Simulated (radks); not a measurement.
The numbers below are computed, except where a source is named.
Effect of the nuclear size on the gadolinium ion Gd2+, [Xe] 4f7 5d1. Code: a radial shooting solver on a logarithmic mesh with Libxc functionals. Model: Dirac Kohn-Sham, exchange-only LDA, spin-unpolarised, spherical densities, finite nucleus; open shells are shared between the two j in proportion to 2j + 1; Fermi nuclear charge, rms radius 5.1569 fm. The rms radius is varied about that value; shifts are against it.

| rms radius (fm) | total energy shift (eV) | density at nucleus (e/bohr^3) | 1s1/2 shift (meV) | 2s1/2 shift (meV) | 5s1/2 shift (meV) | 5p1/2 shift (meV) | 6s1/2 (empty) shift (meV) |
|---|---|---|---|---|---|---|---|
| 4.5896 | -4.36 | 6.447e+05 | -1800 | -231 | -1.96 | 0.063 | -0.285 |
| 4.9094 | -1.95 | 6.338e+05 | -803 | -103 | -0.878 | 0.028 | -0.127 |
| 5.1569 | 0 | 6.259e+05 | 0.000 | 0.000 | 0.000 | 0.000 | 0.000 |
| 5.4199 | 2.15 | 6.18e+05 | 886 | 114 | 0.968 | -0.031 | 0.140 |
| 5.7706 | 5.14 | 6.082e+05 | 2120 | 273 | 2.31 | -0.075 | 0.336 |

Slopes of the eigenvalues against <r^2> in GHz/fm^2, as finite differences over the two radii next to the reference (eigenvalue slopes, not the field-shift constants of lines): 1s1/2 77500, 2s1/2 9970, 5s1/2 84.7, 5p1/2 -2.73, 6s1/2 (empty) 12.3.
